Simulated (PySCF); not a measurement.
SMILES [Si](/C=C\[Si](F)(F)F)(C)(C)C (C5H11F3Si2), GFN2-xTB optimised geometry.

```
21

C     -0.69     1.50     2.98
Si     0.69     0.19     2.85
C      2.27     0.84     3.69
C      0.15    -1.46     3.64
C      1.17    -0.13     1.04
C      0.35    -0.33     0.00
Si    -1.50    -0.33     0.00
F     -2.08    -1.03    -1.31
F     -2.24    -1.09     1.19
F     -2.21     1.09     0.00
H     -1.66     1.08     2.71
H     -0.77     1.88     3.99
H     -0.51     2.34     2.32
H      2.61     1.77     3.24
H      3.08     0.12     3.62
H      2.10     1.03     4.74
H      0.93    -2.22     3.54
H     -0.74    -1.85     3.16
H     -0.06    -1.34     4.69
H      2.24    -0.17     0.83
H      0.79    -0.52    -0.98
```

Density from PBE0/def2-SVP run with PySCF at that geometry.

Minimum of the electron density along straight lines between bonded atoms, close to the bond critical point (lines longer than 1.1 times the sum of covalent radii, or with two minima, are not listed):

| bond | length / Å | ρ at the minimum / e bohr⁻³ | ∇²ρ there / e bohr⁻⁵ | position (fraction from the first atom) |
|---|---|---|---|---|
| C1–Si2 | 1.904 | 0.111 | 0.30 | 0.62 |
| Si2–C3 | 1.908 | 0.110 | 0.31 | 0.38 |
| Si2–C4 | 1.907 | 0.110 | 0.30 | 0.38 |
| Si2–C5 | 1.906 | 0.108 | 0.34 | 0.38 |
| C5–C6 | 1.334 | 0.334 | ___ | 0.50 |
| C6–Si7 | 1.855 | 0.125 | 0.33 | 0.62 |
| Si7–F8 | 1.590 | 0.126 | 1.19 | 0.42 |
| Si7–F9 | 1.591 | 0.125 | 1.19 | 0.42 |
| Si7–F10 | 1.591 | 0.125 | 1.19 | 0.42 |
| C1–H11 | 1.085 | 0.273 | -0.99 | 0.63 |
| C1–H12 | 1.086 | 0.271 | -0.97 | 0.62 |
| C1–H13 | 1.086 | 0.272 | -0.97 | 0.63 |
| C3–H14 | 1.086 | 0.271 | -0.97 | 0.62 |
| C3–H15 | 1.086 | 0.271 | -0.96 | 0.62 |
| C3–H16 | 1.085 | 0.272 | -0.97 | 0.62 |
| C4–H17 | 1.086 | 0.271 | -0.97 | 0.62 |
| C4–H18 | 1.085 | 0.274 | -0.99 | 0.63 |
| C4–H19 | 1.086 | 0.271 | -0.97 | 0.62 |
| C5–H20 | 1.085 | 0.279 | -1.05 | 0.63 |
| C6–H21 | 1.087 | 0.276 | -1.02 | 0.63 |

Problem. Fill in the missing entries.

Solution. 
- C5–C6, ∇²ρ there / e bohr⁻⁵: -0.87
